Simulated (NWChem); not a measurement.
Everything below was run with NWChem. System: H$_{3}$As, charge 1, spin multiplicity 2, at the geometry of a parent with another charge or spin, in a state set for the comparison that need not be this species' ground state. Its SCF solution wasn't tested for a lower state. Level: ROCCSD(T)/def2-TZVP, 9 core orbitals frozen.

The NWChem input:

```
start mol
memory heap 100 mb stack 700 mb global 1900 mb
charge 1
geometry units angstroms nocenter noautoz
  As     0.001045     0.072646     0.000000
  H     -0.646503    -0.789985     1.099992
  H     -0.646503    -0.789985    -1.099992
  H      1.258535    -0.817363     0.000000
  symmetry group Cs
end
basis spherical
  * library def2-tzvp
end
scf
  rohf
  nopen 1
  maxiter 100
  thresh 1e-7
  semidirect memsize 60000000 filesize 0
  # guess.movecs holds the orbitals of an unrestricted PBE0 run
  vectors input guess.movecs output mol.movecs
end
tce
  freeze core 9
  ccsd(t)
  2eorb
  2emet 13
  thresh 1e-6
  maxiter 100
  tilesize 24
end
task tce energy
```

NWChem printed:

```
             Northwest Computational Chemistry Package (NWChem) 7.3.0
             --------------------------------------------------------

                                NWChem Input Module
                                -------------------

 Scaling coordinates for geometry "geometry" by  1.889725989
 (inverse scale =  0.529177249)

 Turning off AUTOSYM since
 SYMMETRY directive was detected!

                             Geometry "geometry" -> ""
                             -------------------------

 Output coordinates in angstroms (scale by  1.889725989 to convert to a.u.)

  No.       Tag          Charge          X              Y              Z
 ---- ---------------- ---------- -------------- -------------- --------------
    1 As                  33.0000     0.00104500     0.07264600     0.00000000
    2 H                    1.0000    -0.64650300    -0.78998500     1.09999200
    3 H                    1.0000    -0.64650300    -0.78998500    -1.09999200
    4 H                    1.0000     1.25853500    -0.81736300     0.00000000

 Effective nuclear repulsion energy (a.u.)      34.7270960478

            Nuclear Dipole moment (a.u.)
            ----------------------------
        X                 Y               Z
 ---------------- ---------------- ----------------
     0.0000264562    -0.0000283459     0.0000000000

      Symmetry information
      --------------------

 Group name             Cs
 Group number              2
 Group order               2
 No. of unique centers     3

      Symmetry unique atoms

     1    2    4


 Summary of "ao basis" -> "" (spherical)
 ------------------------------------------------------------------------------
       Tag                 Description            Shells   Functions and Types
 ---------------- ------------------------------  ------  ---------------------
 *                         def2-tzvp                  on all atoms

 Summary of "ao basis" -> "ao basis" (spherical)
 ------------------------------------------------------------------------------
       Tag                 Description            Shells   Functions and Types
 ---------------- ------------------------------  ------  ---------------------
 As                        def2-tzvp                16       48   6s5p4d1f
 H                         def2-tzvp                 4        6   3s1p

                                 NWChem SCF Module
                                 -----------------

  ao basis        = "ao basis"
  functions       =    66
  atoms           =     4
  closed shells   =    17
  open shells     =     1
  charge          =   1.00
  wavefunction    = ROHF
  use symmetry    = T
  symmetry adapt  = T

 Summary of "ao basis" -> "ao basis" (spherical)
 ------------------------------------------------------------------------------
       Tag                 Description            Shells   Functions and Types
 ---------------- ------------------------------  ------  ---------------------
 As                        def2-tzvp                16       48   6s5p4d1f
 H                         def2-tzvp                 4        6   3s1p

      Symmetry analysis of basis
      --------------------------

        a'         43
        a"         23

 Forming initial guess at       0.1s

      Symmetry analysis of molecular orbitals - initial
      -------------------------------------------------

  Numbering of irreducible representations:

     1 a'          2 a"

  Orbital symmetries:

     1 a'          2 a'          3 a'          4 a"          5 a'
[...]
 -----------   ------   -------------------------------------------------------
    1 As  33    32.66   2.00  2.00  1.16  0.79  0.93  0.72  5.99  5.77  0.36  1.81  0.94  8.95  1.06  0.04  0.12  0.01
    2 H    1     0.78   0.21  0.49  0.07  0.01
    3 H    1     0.78   0.21  0.49  0.07  0.01
    4 H    1     0.78   0.21  0.49  0.07  0.01

 Mulliken analysis of the open-shell density
 -------------------------------------------

    Atom       Charge   Shell Charges
 -----------   ------   -------------------------------------------------------
    1 As  33     0.89   0.00  0.00  0.01 -0.01  0.11  0.07  0.00  0.01  0.02  0.45  0.23  0.00  0.00  0.00  0.00  0.00
    2 H    1     0.04   0.01  0.02  0.00  0.00
    3 H    1     0.04   0.01  0.02  0.00  0.00
    4 H    1     0.04   0.01  0.02  0.00  0.00

       Multipole analysis of the density wrt the origin
       ------------------------------------------------

     L   x y z        total         open         nuclear
     -   - - -        -----         ----         -------
     0   0 0 0      1.000000     -1.000000     36.000000

     1   1 0 0     -0.001391     -0.011391      0.000026
     1   0 1 0     -0.096810     -0.792385     -0.000028
     1   0 0 1     -0.000000     -0.000000      0.000000

     2   2 0 0    -11.516717     -1.452930      8.641542
     2   1 1 0      0.010498     -0.031523     -0.016853
     2   1 0 1      0.000000     -0.000000      0.000000
     2   0 2 0    -10.787876     -3.644915      7.464919
     2   0 1 1     -0.000000      0.000000      0.000000
     2   0 0 2    -11.516855     -1.452481      8.641850

                   NWChem Extensible Many-Electron Theory Module
                   ---------------------------------------------


            General Information
            -------------------
      Number of processors :     1
         Wavefunction type : Restricted open-shell Hartree-Fock
          No. of electrons :    35
           Alpha electrons :    18
            Beta electrons :    17
           No. of orbitals :   132
            Alpha orbitals :    66
             Beta orbitals :    66
        Alpha frozen cores :     9
         Beta frozen cores :     9
     Alpha frozen virtuals :     0
      Beta frozen virtuals :     0
         Spin multiplicity : doublet
    Number of AO functions :    66
       Number of AO shells :    28
        Use of symmetry is : on
      Symmetry adaption is : on
         Schwarz screening : 0.10D-09

          Correlation Information
          -----------------------
          Calculation type : Coupled-cluster singles & doubles w/ perturbation
   Perturbative correction : (T)
            Max iterations :      100
        Residual threshold : 0.10D-05
     T(0) DIIS level shift : 0.00D+00
     L(0) DIIS level shift : 0.00D+00
     T(1) DIIS level shift : 0.00D+00
     L(1) DIIS level shift : 0.00D+00
     T(R) DIIS level shift : 0.00D+00
     T(I) DIIS level shift : 0.00D+00
   CC-T/L Amplitude update :  5-th order DIIS
                I/O scheme : Global Array Library
        L-threshold :  0.10D-05
        EOM-threshold :  0.10D-05
 no EOMCCSD initial starts read in
 TCE RESTART OPTIONS
 SLICE:      F
 D4D5:       F
 quantumc:   F
 qrotation:  F
 pwtce:      F
 qducc:      F
 nacto:                         0
 nrotv:                         0
 nrot:                          0

            Memory Information
            ------------------
          Available GA space size is     249028088 doubles
          Available MA space size is     104850372 doubles

 Maximum block size supplied by input
 Maximum block size        24 doubles

 tile_dim =     18

 -------------------------------------------------
   1    alpha     a'     5 doubles       0       1
   2    alpha     a'     1 doubles       5       2
   3    alpha     a"     3 doubles       6       3
   4    beta      a'     5 doubles       9       4
   5    beta      a"     3 doubles      14       5
   6    alpha     a'    15 doubles      17       6
   7    alpha     a'    15 doubles      32       7
   8    alpha     a"    18 doubles      47       8
   9    beta      a'     1 doubles      65       9
  10    beta      a'    15 doubles      66      10
  11    beta      a'    15 doubles      81      11
  12    beta      a"    18 doubles      96      12

 Global array virtual files algorithm will be used

 Parallel file system coherency ......... OK

 4-electron integrals stored in orbital form

 v2    file size   =          1311386
 4-index algorithm nr.  13 is used
 imaxsize =       30
 imaxsize ichop =        0


CCSD iterations
 ---------------------------------------------------------
 Iter          Residuum       Correlation     Cpu    Wall
 ---------------------------------------------------------
    1   0.1441841670999  -0.2496248391068     0.3     0.3
    2   0.0349805688378  -0.2583931482368     0.4     0.4
    3   0.0128238374977  -0.2638875465196     0.4     0.4
    4   0.0053753898513  -0.2649746968626     0.4     0.4
    5   0.0023838058916  -0.2655397485563     0.4     0.4
    6   0.0004918528322  -0.2658629566385     0.3     0.3
    7   0.0001844753739  -0.2658839435435     0.3     0.3
    8   0.0000900146275  -0.2658857544282     0.3     0.3
    9   0.0000451306049  -0.2658868595588     0.4     0.4
   10   0.0000237646691  -0.2658877726010     0.3     0.3
   11   0.0000035715917  -0.2658886941275     0.4     0.4
   12   0.0000013302365  -0.2658888874629     0.3     0.3
   13   0.0000007360910  -0.2658889379619     0.4     0.4
 -----------------------------------------------------------------
 Iterations converged
 CCSD correlation energy / hartree =        -0.265888937961909
 CCSD total energy / hartree       =     -2235.843790523316784

 Singles contributions

 Doubles contributions
 CCSD(T)
 Using plain CCSD(T) code
             total no. of tasks          373
 total no. of tasks / no. procs          373
                         wl_min           45           1.9
                         wl_max       607500           9.2
        thresh for no. of tasks          373

 CCSD[T]  correction energy / hartree =        -0.008680592834138
 CCSD[T] correlation energy / hartree =        -0.274569530796047
 CCSD[T] total energy / hartree       =     -2235.852471116150809
 CCSD(T)  correction energy / hartree =        -0.008050595499783
 CCSD(T) correlation energy / hartree =        -0.273939533461692
 CCSD(T) total energy / hartree       =     -2235.851841118816537

 Task  times  cpu:       16.1s     wall:       16.1s

 Total times  cpu:       16.2s     wall:       16.2s
```
